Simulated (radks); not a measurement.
Spherical quantum dot in the effective-mass picture: electrons in a hard-walled sphere of radius 2.06, with a point charge +1 (a donor) at the centre, all in effective atomic units (hartree* = m*/eps^2 hartree, bohr* = eps/m* bohr), one dielectric constant everywhere. Method: non-relativistic Kohn-Sham, PBEsol, spin-polarised, spherical densities; computed with a radial shooting solver with Libxc functionals. Levels are named by radial order and angular momentum (1s, 1p, 1d, 2s, ...), and open shells are averaged over m.

N = 6, configuration 1s2 1p(up 3, down 1). This is the lowest configuration that the search found. Occupied and some empty levels:

| level | occupation | eigenvalue (hartree*) | <r> (bohr*) |
|---|---|---|---|
| 1s up | 1 | 3.9775 | 1.027 |
| 1s down | 1 | 4.0833 | 1.017 |
| 1p up | 3 | 5.1910 | 1.250 |
| 1p down | 1 | 5.3169 | 1.249 |
| 1d up | 0 | 6.6472 | 1.358 |
| 1d down | 0 | 6.7763 | 1.358 |
| 2s up | 0 | 7.0847 | 0.9891 |
| 2s down | 0 | 7.1591 | 0.9930 |
| 1f up | 0 | 8.4205 | 1.430 |
| 1f down | 0 | 8.5491 | 1.431 |

Energy (hartree*): total 16.2784, kinetic 11.951, external -5.9837, Hartree 13.707, exchange-correlation -3.3965.
